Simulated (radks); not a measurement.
Excited configurations of Cs: one electron is placed in a higher orbital outside [Xe]. The ground configuration is [Xe] 6s1. All-electron calculation, scalar-relativistic Kohn-Sham, PBE, spin-unpolarised, spherical densities, finite nucleus; Fermi nuclear charge, rms radius 4.8041 fm. Program: a radial shooting solver on a logarithmic mesh with Libxc functionals. Excitation = E - E(ground); binding = E(ion) - E, where the ion is the core of charge +1; n* = 1/sqrt(2 binding) in atomic units, and the quantum defect is n - n*.

| outer orbital | excitation (eV) | binding (eV) | n* | quantum defect |
|---|---|---|---|---|
| 5f | 3.232 | 0.631 | 4.643 | 0.357 |
| 6p | 1.371 | 2.492 | 2.336 | 3.664 |
| 6f | 3.407 | 0.457 | 5.458 | 0.542 |
| 7s | 2.087 | 1.777 | 2.767 | 4.233 |
| 7d | 3.047 | 0.816 | 4.083 | 2.917 |

The Delta-SCF ionisation energy is 3.863 eV (NIST Atomic Spectra Database: 3.894 eV, measured). Self-interaction in the functional shifts the binding energies and quantum defects, so they are the method's values and not measured ones. Spin polarisation and multiplet splitting are left out, so open shells lie too high by an amount that depends on their filling.

Beside tabulated values, note that spin-unpolarised runs miss the spin-polarisation part of the exchange energy of open shells.
